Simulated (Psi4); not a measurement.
thiooxirane (C₂H₄S), singlet, geometry from GFN2-xTB; HF/def2-SVP run with Psi4.

The Psi4 input:
```
memory 2 GB

molecule mol {
0 1
  C     0.011731   -0.727088   -0.798507
  S     0.002623   -0.013849    0.853379
  C    -0.016566    0.752614   -0.774407
  H    -0.888815   -1.259810   -1.072144
  H     0.930506   -1.224936   -1.077171
  H     0.882335    1.294024   -1.036144
  H    -0.936987    1.259150   -1.031117
}

set basis def2-svp
set reference rhf
set scf_type pk
set puream true
set d_convergence 1e-8

energy('scf')
print_variables()
```

Predict the main parts of the log of this Psi4 run.


```
   => Loading Basis Set <=

    Name: DEF2-SVP
    Role: ORBITAL
    Keyword: BASIS

         ---------------------------------------------------------
                                   SCF
               by Justin Turney, Rob Parrish, Andy Simmonett
                          and Daniel G. A. Smith
                              RHF Reference
         ---------------------------------------------------------

  ==> Geometry <==

    Molecular point group: c1
    Full point group: C1

    Geometry (in Angstrom), charge = 0, multiplicity = 1:

       Center              X                  Y                   Z               Mass
    ------------   -----------------  -----------------  -----------------  -----------------
         C            0.011518006594    -0.725962967174    -0.867832359447    12.000000000000
         S            0.002410006594    -0.012723967174     0.784053640553    31.972071174400
         C           -0.016778993406     0.753739032826    -0.843732359447    12.000000000000
         H           -0.889027993406    -1.258684967174    -1.141469359447     1.007825032230
         H            0.930293006594    -1.223810967174    -1.146496359447     1.007825032230
         H            0.882122006594     1.295149032826    -1.105469359447     1.007825032230
         H           -0.937199993406     1.260275032826    -1.100442359447     1.007825032230

  Running in c1 symmetry.

  Rotational constants: A =      0.73674  B =      0.36913  C =      0.27245 [cm^-1]
  Rotational constants: A =  22086.96427  B =  11066.34512  C =   8167.70652 [MHz]
  Nuclear repulsion =  101.924328302482792

  Charge       = 0
  Multiplicity = 1
  Electrons    = 32
  Nalpha       = 16
  Nbeta        = 16

  ==> Algorithm <==

  SCF Algorithm Type is PK.
  DIIS enabled.
  MOM disabled.
  Fractional occupation disabled.
  Guess Type is SAD.
  Energy threshold   = 1.00e-06
  Density threshold  = 1.00e-08
  Integral threshold = 1.00e-12

  ==> Primary Basis <==

  Basis Set: DEF2-SVP
    Blend: DEF2-SVP
    Number of shells: 32
    Number of basis functions: 66
    Number of Cartesian functions: 69
    Spherical Harmonics?: true
    Max angular momentum: 2

  ==> Integral Setup <==

  Using in-core PK algorithm.
   Calculation information:
      Number of atoms:                   7
      Number of AO shells:              32
      Number of primitives:             62
      Number of atomic orbitals:        69
      Number of basis functions:        66

      Integral cutoff                 1.00e-12
      Number of threads:                 1

  Performing in-core PK
  Using 4890732 doubles for integral storage.
  We computed 138404 shell quartets total.
  Whereas there are 139656 unique shell quartets.

  ==> DiskJK: Disk-Based J/K Matrices <==

    J tasked:                  Yes
    K tasked:                  Yes
    wK tasked:                  No
    Schwarz Cutoff:          1E-12

  Minimum eigenvalue in the overlap matrix is 3.6847190123E-03.
  Reciprocal condition number of the overlap matrix is 6.6216494852E-04.
    Using symmetric orthogonalization.

  ==> Pre-Iterations <==

  SCF Guess: Superposition of Atomic Densities via on-the-fly atomic UHF (no occupation information).

   -------------------------
    Irrep   Nso     Nmo
   -------------------------
     A         66      66
   -------------------------
    Total      66      66
   -------------------------

  ==> Iterations <==

                        Total Energy        Delta E     RMS |[F,P]|

   @RHF iter SAD:  -475.15846408785330   -4.75158e+02   0.00000e+00
   @RHF iter   1:  -475.34180091751796   -1.83337e-01   3.43031e-03 ADIIS/DIIS
   @RHF iter   2:  -475.37496886197431   -3.31679e-02   1.23102e-03 ADIIS/DIIS
   @RHF iter   3:  -475.37859692878106   -3.62807e-03   4.79972e-04 ADIIS/DIIS
   @RHF iter   4:  -475.37928011574292   -6.83187e-04   7.97137e-05 DIIS
   @RHF iter   5:  -475.37930321964797   -2.31039e-05   1.51712e-05 DIIS
   @RHF iter   6:  -475.37930449857839   -1.27893e-06   4.70008e-06 DIIS
   @RHF iter   7:  -475.37930463186700   -1.33289e-07   1.48927e-06 DIIS
   @RHF iter   8:  -475.37930465091517   -1.90482e-08   3.11689e-07 DIIS
   @RHF iter   9:  -475.37930465185690   -9.41725e-10   5.22901e-08 DIIS
   @RHF iter  10:  -475.37930465187685   -1.99520e-11   9.20873e-09 DIIS
  Energy and wave function converged.

  ==> Post-Iterations <==

    Orbital Energies [Eh]
    ---------------------

    Doubly Occupied:

       1A    -91.901153     2A    -11.275780     3A    -11.275074
       4A     -8.938600     5A     -6.626385     6A     -6.624476
       7A     -6.621869     8A     -1.143035     9A     -0.839060
      10A     -0.825386    11A     -0.672391    12A     -0.614651
      13A     -0.544407    14A     -0.441856    15A     -0.430222
      16A     -0.343472

    Virtual:

      17A      0.174018    18A      0.183225    19A      0.212644
      20A      0.235008    21A      0.263521    22A      0.289385
      23A      0.391402    24A      0.543004    25A      0.567049
      26A      0.585898    27A      0.653124    28A      0.666583
      29A      0.758509    30A      0.791079    31A      0.829945
      32A      0.869658    33A      0.885703    34A      0.888792
      35A      0.909676    36A      0.943190    37A      0.955507
      38A      0.982529    39A      0.995101    40A      1.006404
      41A      1.034204    42A      1.234013    43A      1.323883
      44A      1.407541    45A      1.516350    46A      1.542063
      47A      1.839528    48A      1.903114    49A      1.911669
      50A      1.949769    51A      2.046146    52A      2.048106
      53A      2.078144    54A      2.079335    55A      2.375370
      56A      2.401991    57A      2.432939    58A      2.437773
      59A      2.596526    60A      2.734853    61A      2.760436
      62A      3.004078    63A      3.057263    64A      3.150329
      65A      3.303662    66A      3.465687

    Final Occupation by Irrep:
              A
    DOCC [    16 ]
    NA   [    16 ]
    NB   [    16 ]

  @RHF Final Energy:  -475.37930465187685

   => Energetics <=

    Nuclear Repulsion Energy =            101.9243283024827917
    One-Electron Energy =                -856.3716285455901698
    Two-Electron Energy =                 279.0679955912305559
    Total Energy =                       -475.3793046518768506

Computation Completed

Properties will be evaluated at   0.000000,   0.000000,   0.000000 [a0]

Properties computed using the SCF density matrix

 Multipole Moments:

 ------------------------------------------------------------------------------------
     Multipole            Electronic (a.u.)      Nuclear  (a.u.)        Total (a.u.)
 ------------------------------------------------------------------------------------

 L = 1.  Multiply by 2.5417464519 to convert [e a0] to [Debye]
 Dipole X            :          0.0103694           -0.0128856           -0.0025162
 Dipole Y            :         -0.0547479            0.0680321            0.0132842
 Dipole Z            :          3.3736009           -4.1921826           -0.8185817
 Magnitude           :                                                    0.8186933

 ------------------------------------------------------------------------------------

  Variable Map:
  ----------------------------------------------------------------------------
  "CURRENT ENERGY"           =>    -475.379304651877
  "CURRENT REFERENCE ENERGY" =>    -475.379304651877
  "DD SOLVATION ENERGY"      =>       0.000000000000
  "HF KINETIC ENERGY"        =>     475.040905330318
  "HF POTENTIAL ENERGY"      =>    -950.420209982195
  "HF TOTAL ENERGY"          =>    -475.379304651877
  "HF VIRIAL RATIO"          =>       2.000712358279
  "NUCLEAR REPULSION ENERGY" =>     101.924328302483
  "ONE-ELECTRON ENERGY"      =>    -856.371628545590
  "PCM POLARIZATION ENERGY"  =>       0.000000000000
  "PE ENERGY"                =>       0.000000000000
  "SCF ITERATION ENERGY"     =>    -475.379304651877
  "SCF ITERATIONS"           =>      10.000000000000
  "SCF TOTAL ENERGY"         =>    -475.379304651877
  "TWO-ELECTRON ENERGY"      =>     279.067995591231

  Array Variable Map:
  ----------------------------------------------------------------------------
  "CURRENT DIPOLE"           =>      -0.002516248570 ... -0.818581673270 1 by 3
  "SCF DIPOLE"               =>      -0.002516248570 ... -0.818581673270 1 by 3
  "SCF TOTAL ENERGIES"       =>    -475.158464087853 ... -475.379304651877 1 by 11
```
